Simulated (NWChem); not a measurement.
**Correlation energy of 1,1-difluoroethane (C$_{2}$H$_{4}$F$_{2}$)**

```xyz
8

C     -0.2826     1.3477     0.0000
C     -0.3226    -0.1618     0.0000
F      0.3218    -0.6507    -1.1072
F      0.3218    -0.6507     1.1072
H      0.7727     1.6836     0.0000
H     -0.7881     1.7459    -0.9006
H     -0.7881     1.7459     0.9006
H     -1.3583    -0.5777     0.0000
```
Charge 0, spin multiplicity 1.

All runs are NWChem calculations. The geometry was optimised at PBE/def2-SVP, a minimum by its harmonic frequencies.

Basis set: 6-31G*. Each correlation energy counts from its own Hartree-Fock reference.

The correlated methods keep 4 core orbitals frozen. The Pople sets run with spherical d functions. Coupled-cluster values serve here as a point of comparison, not as the truth.

Question: Order these methods by the correlation energy they give, lowest first: CCSD(T), MP2, CR-CCSD(T), CCSD, CR-CCSD[T].

Answer: CCSD(T) (-637.7 mHa), CR-CCSD[T] (-635.8 mHa), CR-CCSD(T) (-634.5 mHa), CCSD (-623.6 mHa), MP2 (-596.6 mHa)
